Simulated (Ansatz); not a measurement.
`OCC1OCCCO1` + `C#CF` → `OCC#CF` + `C1COCOC1`  (formal exchange of groups at a C–C bond)

Program: Ansatz. Geometries: PBE0-D4/def2-TZVP. ΔE: electronic, gas phase. CBS: MP2 limit from def2 TZ/QZ plus the TZ coupled-cluster correction, frozen cores. This one scheme is used for every species. DFT in def2-TZVPP. One conformer a species, not always the lowest.

```json
{"level": "PBE-D4", "ΔE (kJ/mol)": "-3.5", "difference from CCSD(T)/CBS": "-13.4"}
{"level": "r2SCAN-D4", "ΔE (kJ/mol)": "2.8", "difference from CCSD(T)/CBS": "-7.1"}
{"level": "ωB97X-V", "ΔE (kJ/mol)": "6.5", "difference from CCSD(T)/CBS": "-3.4"}
{"level": "ωB97M-V", "ΔE (kJ/mol)": "8.0", "difference from CCSD(T)/CBS": "-1.9"}
{"level": "B2PLYP", "ΔE (kJ/mol)": "1.5", "difference from CCSD(T)/CBS": "-8.4"}
{"level": "r2SCAN", "ΔE (kJ/mol)": "1.4", "difference from CCSD(T)/CBS": "-8.5"}
{"level": "CCSD(T)/def2-TZVPP", "ΔE (kJ/mol)": "8.5", "difference from CCSD(T)/CBS": "-1.4"}
{"level": "MP2/def2-QZVPP", "ΔE (kJ/mol)": "8.0", "difference from CCSD(T)/CBS": "-1.9"}
{"level": "SCS-MP2/def2-QZVPP", "ΔE (kJ/mol)": "6.6", "difference from CCSD(T)/CBS": "-3.3"}
{"level": "MP2/CBS(def2)", "ΔE (kJ/mol)": "8.6", "difference from CCSD(T)/CBS": "-1.3"}
{"level": "CCSD(T)/CBS", "ΔE (kJ/mol)": "9.9", "difference from CCSD(T)/CBS": "0"}
```

Largest T1 diagnostic among the species: 0.013.

The D4 term adds +5.1 kJ/mol with B3LYP and +3.2 kJ/mol with PBE0; it sums over pairs of atoms, weighted by their polarisabilities, and B3LYP, whose exchange is more repulsive, gets the larger term. From PBE to PBE0 (25 % exact exchange), in def2-TZVPP and without D4, ΔE moves by +3.7 kJ/mol. In def2-TZVPP, CCSD(T) changes the Hartree–Fock value by +5.1 kJ/mol (the triples alone add +0.3 kJ/mol) and MP2 by +3.8 kJ/mol.

B3LYP here is the variant with VWN-RPA as its local correlation; programs differ in this.
